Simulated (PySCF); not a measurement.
C3H6BFO2, SMILES C[C@]1(F)OCB1O.

The structure is a stationary point at PBE0-D3(BJ)/def2-SVP. The structure was generated by enumeration; whether it is a known compound was not checked. The values are those of a single conformer.

Two levels are set side by side: PBE/def2-TZVP (PySCF) and B3LYP/def2-TZVP (PySCF). Same geometry, gas phase. Differences are taken from unrounded values.

```json
[
 {"quantity": "orbital gap (eV)", "B3LYP": "7.02"},
 {"quantity": "highest occupied level (eV)", "B3LYP": "-7.73"},
 {"quantity": "lowest empty level (eV)", "B3LYP": "-0.71"},
 {"quantity": "dipole moment (D)", "B3LYP": "2.79"},
 {"quantity": "mean polarisability (bohr³)", "B3LYP": "55.2"}
]
```

Problem. What does PBE give, and how far is it from B3LYP? (An estimate is asked for; the answer gives what the named calculation found.)

Solution. 
| quantity | PBE | PBE minus B3LYP |
|---|---|---|
| orbital gap (eV) | 4.89 | -2.13 |
| highest occupied level (eV) | -6.38 | 1.35 |
| lowest empty level (eV) | -1.50 | -0.78 |
| dipole moment (D) | 2.66 | -0.13 |
| mean polarisability (bohr³) | 57.5 | 2.3 |

PBE's occupied levels lie high since its potential decays too fast outside the molecule; exact exchange lowers them and widens the gap. Loosely held outer electrons make PBE densities more polarisable. Differences between two approximate levels are no errors against the true value.

Rough cost on one machine, each run with all the roots and properties that it gave: B3LYP against PBE within a factor of 2.
